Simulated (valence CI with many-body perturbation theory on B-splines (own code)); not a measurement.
Results of a calculation; reference values are marked as such.
## Cd XVII in three bases

Method: relativistic CI+MBPT: four valence electrons over a frozen Dirac-Fock core [Ar] 3d10, a basis of 9 s, 9 p, 8 d, 6 f, 3 g, 1 h functions for each j, with the one-electron correlation potential Σ1 (screened to all orders), the two-electron term Σ2, the three-electron term Σ3, Breit, model QED; selected single and double excitations, second order for the rest, scaled by the run's own slope (own B-spline code, finite nucleus).

No measured levels were compared; by estimate levels hold to about 250 cm⁻¹ or 0.2 % of their energy and the worst to 1 %, as in measured heavy ions of charge 2 to 7; those with d or f electrons hold less well.

The reference run has the lowest level (4s^2 4p1/2^2) J=0 and an ionisation energy of 421.619 eV. Its largest variational space holds 19994 state functions.

Levels are named by their leading jj configuration (3d3/2^4 stands for four electrons in 3d with j = 3/2), which in mixed levels can hold well under half, so a name can repeat and another be missing. Letters in brackets count levels of one name in rising energy.

Changed runs:
A. basis 6 s, 6 p, 5 d, 3 f, 1 g
B. basis 5 s, 5 p, 4 d, 2 f

Excitation energies of the reference run in cm⁻¹, and shifts in cm⁻¹:

```csv
Level,Reference,A,B
(4s^2 4p1/2 4p3/2) J=1,50611,-47,-143
(4s^2 4p1/2 4p3/2) J=2,65545,+19,+97
(4s^2 4p3/2^2) J=2,128452,+18,+122
(4s^2 4p3/2^2) J=0,167508,+128,+517
(4s 4p1/2^2 4p3/2) J=2,334694,-221,-676
(4s 4p1/2^2 4p3/2) J=1,396330,-6.8,+70
(4s 4p1/2 4p3/2^2) J=2 [a],406155,-59,-99
(4s 4p1/2 4p3/2^2) J=3,425326,-47,-58
(4s 4p1/2 4p3/2^2) J=0,458892,+39,+263
(4s 4p1/2 4p3/2^2) J=1 [a],466549,+23,+200
(4s 4p1/2 4p3/2^2) J=2 [b],472773,+7.3,+122
(4s 4p1/2 4p3/2^2) J=1 [b],517604,+147,+567
Ionisation energy (eV),421.619,-0.027,-0.085
```
